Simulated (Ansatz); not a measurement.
Program: Ansatz. Geometries: PBE0-D4/def2-TZVP. ΔE: electronic, gas phase. CCSD(T)/CBS is the MP2 limit (def2-TZVPP, def2-QZVPP) plus CCSD(T) − MP2 in def2-TZVPP, frozen cores. DFT in def2-TZVPP. B3LYP here is the variant with VWN-RPA as its local correlation; programs differ in this. For Br, Ge outer-core shells are correlated without core-valence functions, which leaves a few kJ/mol of doubt a bond. Scalar relativity is left out up to krypton. One conformer a species, not always the lowest.

Reaction (ligand exchange at the Si–S bond): `C=C[SiH2][S][GeH3]` + HBr → `C=C[SiH2]Br` + `[SH][GeH3]`

```tsv
level	ΔE (kJ/mol)	difference from CCSD(T)/CBS
BLYP-D4	-23.9	3.0
PBE0-D4	-24.9	2.0
r2SCAN0-D4	-28.5	-1.6
CAM-B3LYP-D4	-29.4	-2.5
B2PLYP	-34.3	-7.4
PBE	-31.5	-4.6
revPBE	-36.8	-9.9
BLYP	-40.9	-14.0
B3LYP	-40.2	-13.3
BHLYP	-41.3	-14.4
HF/def2-SVP	-42.8	-15.9
CCSD/def2-SVP	-26.6	0.3
CCSD(T)/def2-SVP	-23.6	3.3
CCSD/def2-TZVPP	-29.5	-2.6
CCSD(T)/def2-TZVPP	-25.5	1.4
CCSD/CBS(def2)	-31.0	-4.1
CCSD(T)/CBS	-26.9	0
```

Largest T1 diagnostic among the species: 0.012.

The D4 term adds +13.7 kJ/mol with B3LYP and +7.8 kJ/mol with PBE0; it sums over pairs of atoms, weighted by their polarisabilities, and B3LYP, whose exchange is more repulsive, gets the larger term. At CCSD(T), def2-SVP lies +3.3 kJ/mol from the extrapolated value and def2-TZVPP +1.4 kJ/mol.
